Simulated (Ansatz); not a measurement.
Cartesian coordinates in Å:
```
C 1.645 -0.538 -0.048
C 0.350 -1.098 -0.609
C 0.343 -1.049 -2.131
N -0.789 -0.381 -0.068
Ti -1.007 0.999 1.189
O -2.775 1.014 1.556
O -0.505 2.586 0.473
O 0.011 0.699 2.656
H 2.502 -1.087 -0.443
H 1.760 0.514 -0.328
H 1.662 -0.607 1.041
H 0.284 -2.154 -0.304
H 1.172 -1.629 -2.544
H 0.437 -0.016 -2.477
H -0.587 -1.458 -2.534
H -1.663 -0.721 -0.456
H -3.252 0.825 2.364
H -0.221 2.805 -0.413
H 0.634 1.295 3.075
```

Total charge 0; spin multiplicity 1.

(1) List the PBE0/def2-TZVPP orbital energies in eV (the Gaussian-basis code of Ansatz). (Estimate.)

## Answers

(1) Computed: Occupied: -4874.68, -545.17, -522.27, -522.25, -522.14, -454.83, -454.80, -454.79, -390.73, -279.09, -277.86, -277.80, -66.37, -41.99, -41.88, -41.78, -26.91, -26.71, -26.62, -24.45, -20.83, -19.34, -16.08, -13.77, -13.54, -13.43, -13.36, -12.61, -12.14, -10.94, -10.60, -10.26, -9.93, -9.89, -9.70, -9.46, -9.26, -9.08, -9.00, -8.62, -6.79. Lowest empty: -1.02, -0.70, -0.01, 0.13, 0.19, 0.54, 1.37, 1.49.
